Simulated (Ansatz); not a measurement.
```yaml
crystal:
  periodic: [false, false, false]
  atoms:
    - {symbol: Si, position_ang: [-0.411612, 1.356917, -0.191350]}
    - {symbol: Sn, position_ang: [0.144361, -1.127419, 0.265879]}
    - {symbol: Cl, position_ang: [2.345629, -1.233683, 1.136269]}
    - {symbol: Cl, position_ang: [0.293289, -2.214807, -1.824498]}
    - {symbol: H, position_ang: [-0.425625, 2.046302, 1.182830]}
    - {symbol: H, position_ang: [-1.737581, 1.401221, -0.797068]}
    - {symbol: H, position_ang: [0.592593, 1.834654, -1.132417]}
    - {symbol: H, position_ang: [-0.770882, -2.172627, 1.256693]}
basis:
  gaussian: {orbitals: def2-mTZVPP}
magnetization: {spin_polarized: true, initial_magnetization: 1}
hamiltonian: {xc: {name: PBEsol}}
```

```sh
$ ansatz run in.yaml --threads 4 --pin off --events-out ev --progress --plain --max-ram 10444MiB
```

Q: How does Ansatz answer? (An estimate is asked.)

A: The calculation gave: The input was rejected before any iteration.
```
Error: a molecule whose nuclei and cores have a total charge of 74 cannot have a net charge of 0 together with 1 unpaired electrons
```
